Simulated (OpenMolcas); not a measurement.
## Re5+: ligand-field states by method

Re5+ with 5 ligands (fluoride, water on the axis) in trigonal bipyramidal coordination (C2v) at 1.82 Å, the axial distance 1.875 Å. Ligand basis ANO-RCC-VDZP.

```
Program             : OpenMolcas
Basis               : ANO-RCC-VTZP [8s7p5d3f2g1h]
Scalar Hamiltonian  : DKH2, point nucleus
Active space        : 2 electrons in 5 orbitals (5d)
State averaging     : 2S+1 = 3 even, 10 roots; 2S+1 = 1 even, 15 roots
Spin-orbit coupling : state interaction with AMFI integrals over the reference wave functions
```

I. CASSCF
II. SS-CASPT2, IPEA 0.25 Eh, imaginary shift 0.1 Eh (the 29 lowest orbitals frozen, all others correlated)

Spin-free states in cm-1, each column counted from its own energy of the first state listed:

```csv
State,Degeneracy,I,II
2S+1 = 3,1,0,0
2S+1 = 1,1,6078,3230
2S+1 = 1,1,9846,6450
2S+1 = 3,1,16756,17880
2S+1 = 3,1,16778,17540
2S+1 = 1,1,21597,19510
2S+1 = 3,1,23513,25030
2S+1 = 3,1,24100,25920
2S+1 = 1,1,25099,23220
2S+1 = 1,1,25328,22970
2S+1 = 1,1,31750,30390
2S+1 = 1,1,33382,31840
2S+1 = 3,1,45813,41520
2S+1 = 3,1,46515,47730
2S+1 = 1,1,50563,44400
2S+1 = 1,1,51184,50360
2S+1 = 1,1,51318,50540
2S+1 = 3,1,52983,49620
2S+1 = 1,1,56539,53730
2S+1 = 1,1,57910,52560
```

From I to II, I's first state of the same spin (2S+1 = 3) moves from 16756 to 17880 cm-1, by about +1100 cm-1. In II another state of that kind comes below it.

From I to II, I's first state of another spin (2S+1 = 1) moves from 6078 to 3230 cm-1, by about -2900 cm-1.

χT at 300 K: I 0.35, II 0.26 cm3 K/mol.

The states above are spin-free; spin-orbit coupling is strong here and shifts and splits them by thousands of cm-1.

Over all roots computed the reference weight is 0.68 to 0.69 in II; a low but even weight reflects the number of correlated electrons. The least metal-like active orbital is 65 % on the metal (Löwdin) and no ligand orbital is active, so the numbers are rough. Ligand-to-metal charge-transfer states are missing. With no ligand orbital active B as a rule stays too high, so bands that hang on it stand too high and its fall with covalency is understated. Without dynamic correlation the repulsion within the d shell is too large (B by tens of per cent), so at a given field states of lower spin stand too high (holds for I). With metal d orbitals alone the field can be off either way by tens of per cent (holds for I). No measured value stands beside these numbers; the geometry was imposed, not optimised, and the real ion may take another.
